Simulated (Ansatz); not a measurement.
Start from `[I][GeH2][I]` and change one atom or group to get `[F][GeH2][I]`.

Ansatz, PBE0-D4/def2-TZVP geometries, multiplicity 1. 

Elements past krypton have def2 core potentials. Scalar relativity is left out up to krypton.

```json
{"property": "size of the dipole moment (PBE/def2-TZVPP) / D", "`[I][GeH2][I]`": "1.11"}
{"property": "HOMO–LUMO gap (PBE/def2-TZVPP) / eV", "`[I][GeH2][I]`": "3.87"}
{"property": "zero-point energy (PBE0-D4/def2-TZVP) / kJ/mol", "`[I][GeH2][I]`": "45.2"}
{"property": "HOMO energy (PBE/def2-TZVPP) / eV", "`[I][GeH2][I]`": "-6.57"}
{"property": "ideal-gas entropy at 298 K and 1 bar (rigid rotor, harmonic PBE0-D4/def2-TZVP) / J/(mol·K)", "`[I][GeH2][I]`": "341"}
{"property": "LUMO energy (PBE0/def2-TZVPP) / eV", "`[I][GeH2][I]`": "-1.90"}
```

Question: What does the change do to each property? (Estimate.)

Answer: Ansatz gave: 
```csv
property,`[F][GeH2][I]`,shift
size of the dipole moment (PBE/def2-TZVPP) / D,1.82,0.71
HOMO–LUMO gap (PBE/def2-TZVPP) / eV,4.73,0.86
zero-point energy (PBE0-D4/def2-TZVP) / kJ/mol,49.5,4.3
HOMO energy (PBE/def2-TZVPP) / eV,-6.78,-0.21
"ideal-gas entropy at 298 K and 1 bar (rigid rotor, harmonic PBE0-D4/def2-TZVP) / J/(mol·K)",315,-26
LUMO energy (PBE0/def2-TZVPP) / eV,-1.19,0.71
```

With PBE0 the HOMO falls by 0.27 eV and the LUMO rises by 0.71 eV, so the gap widens by about 0.98 eV. PBE moves the HOMO by -0.21 eV and ωB97M-V by -0.32 eV. Dipoles are sizes alone; their direction can turn.

Spin–orbit coupling is left out; it splits and shifts lone-pair levels of the heavy atoms by tenths of an eV.
